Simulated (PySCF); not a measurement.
# A search over the determinants of Cs₂⁺

Unrestricted PBE0; basis Cs def2-TZVP with ECP46; scalar-relativistic core potentials; PySCF 2.14. Outer shells of the fragments: Cs+ closed shells only; Cs 6s1.

Followed along the bond (rough minima from three points):

| 2Ms+1 | unpaired | ⟨S²⟩ at the start | R at minimum (Å) | Te (eV) |
| --- | --- | --- | --- | --- |
| 2 | σ ↑ | 0.75 | 5.43 | 0.00 |
| 2 | π ↑ | 0.75 | 4.84 | 1.51 |

Solutions found at the starting distance of 4.510 Å, counted from the lowest of them; the search is not exhaustive and high or unbound solutions are not listed, so other states can lie among these:

```
2Ms+1  unpaired  term  E (eV)  ⟨S²⟩  ⟨Lz²⟩
    2       σ ↑   ²Σ⁺    0.00  0.75   0.00
    2       π ↑    ²Π    1.37  0.75   1.00
    2       δ ↑    ²Δ    2.14  0.75   4.00
```

A term symbol is given only where ⟨S²⟩ and ⟨Lz²⟩ are close to those of a pure state; real π, δ and φ orbitals otherwise mix terms, and g/u labels are left off.

Q: Compare the gap between the two lowest followed solutions at the starting distance with the gap between their minima.

A: At PBE0 the second solution (doublet, unpaired electrons π ↑) lies +1.37 eV from the first (doublet, unpaired electrons σ ↑) at 4.510 Å and +1.51 eV at the minima; the two curves relax by different amounts, since their minima lie near 4.84 and 5.43 Å.

Spin–orbit coupling is left out. Counting both spins, an empty level lies below a filled one in some of these solutions, because spin and occupation are held.
